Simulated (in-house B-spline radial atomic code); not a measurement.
C²⁺. Computed with a B-spline radial atomic code. Model: non-relativistic spherical atom: semilocal Troullier-Martins pseudo-atom, one channel per l, against all electrons, high spin, G0W0 and RPA with empty states to l = 8, local potential for every l without a channel, a model core (radius 0 = none) keeps its share of the functional.

What the tables leave out is listed at the end.

The pseudopotential gives back the lowest level of each angular momentum of its own functional in the configuration it was made in; a second state of the same l is only approximately right. Exact exchange, RPA and GW see the smooth pseudo-orbitals and miss the exchange with the core, for which the functional's share stands in. The column with an uncorrelated core keeps all orbitals and exact exchange, and so separates missing core correlation from pseudisation. Only the three outermost levels and the lowest empty one were computed. RPA here is direct RPA, with no exchange kernel, and its energies carry an (l + 1/2)⁻⁴ tail. A hybrid on a potential with a model core restores only its own semilocal share of the core's exchange.

Command:
```bash
python run_psgw.py task.json out
```
Settings (lengths in bohr, energies in hartree):
```
Z                      6
electrons              4
configuration          [He] 2s2
generated_in           [He] 2s2 2p2
functional             pbe,pbe
core_shells            1
radius_factor          1.15
core_correction        True
ion_configuration      [He] 2s1
```

Time taken, with all properties: 17 s on 1 thread of Arm Neoverse N1, with other jobs on the host.

Given: made with PBE; model core radius 0.533 bohr; local radius 1.495 bohr; mean-field start PBE.

Valence shells of the generating configuration: 2s, 2p.

Channel: s 1.395, p 2.064 (radii in bohr).

Computed: largest level miss in the spin-unpolarised generating configuration 0 eV; valence RPA correlation energy all-electron orbitals -0.13248 hartree; valence RPA correlation energy pseudo -0.14306 hartree; all-electron RPA polarisability, core included 3.191 bohr³; pseudo-atom RPA polarisability 3.212 bohr³; ionisation by mean-field all-electron 47.106 eV; ionisation by mean-field pseudo minus all -0.264 eV.

```json
{"level": "2s", "occupied": "1", "mean-field all-electron (eV)": "-40.361", "mean-field pseudo minus all (eV)": "0.271", "G0W0 all-electron (eV)": "-47.831", "G0W0 uncorrelated core minus all (eV)": "0.083", "G0W0 pseudo minus all (eV)": "0.086", "exchange self-energy all-electron (eV)": "-20.118", "exchange self-energy pseudo (eV)": "-17.964"}
{"level": "2p (empty)", "occupied": "0", "mean-field all-electron (eV)": "-31.767", "mean-field pseudo minus all (eV)": "0.63", "G0W0 all-electron (eV)": "-24.866", "G0W0 uncorrelated core minus all (eV)": "0.111", "G0W0 pseudo minus all (eV)": "0.197", "exchange self-energy all-electron (eV)": "-4.7998", "exchange self-energy pseudo (eV)": "-4.0446"}
```

(1) What is the ionisation by RPA all-electron?

(2) What is the ionisation by RPA pseudo minus all?

Given: mean-field start PBE0.

Computed: valence RPA correlation energy all-electron orbitals -0.11037 hartree; valence RPA correlation energy pseudo -0.11987 hartree; pseudo-atom RPA polarisability 2.8761 bohr³; ionisation by mean-field pseudo minus all -0.375 eV; ionisation by RPA all-electron 47.888 eV; ionisation by RPA pseudo minus all -0.011 eV.

```tsv
level	occupied	mean-field all-electron (eV)	mean-field pseudo minus all (eV)	G0W0 all-electron (eV)	G0W0 uncorrelated core minus all (eV)	G0W0 pseudo minus all (eV)	exchange self-energy all-electron (eV)	exchange self-energy pseudo (eV)
2s	1	-42.038	0.365	-47.787	0.083	0.211	-20.042	-17.901
2p (empty)	0	-29.823	0.495	-24.87	0.102	0.243	-4.6919	-3.9904
```

(3) What is the ionisation by mean-field all-electron?

(4) What is the all-electron RPA polarisability, core included?

Answers

(1) 48.215 eV.

(2) 0.259 eV.

(3) 47.041 eV.

(4) 2.818 bohr³.

Among the listed levels the largest G0W0 shift of the pseudo-atom is +0.24 eV, for 2p (empty) on the PBE0 start, while leaving the core uncorrelated moves that level by +0.10 eV. The rest, +0.14 eV, comes from pseudisation and the lost core exchange. Not in the tables (levels of low weight, unsolved or above zero; the highest and the empty levels are kept at any weight): no Hartree-Fock pseudo-atom is run with a model core.
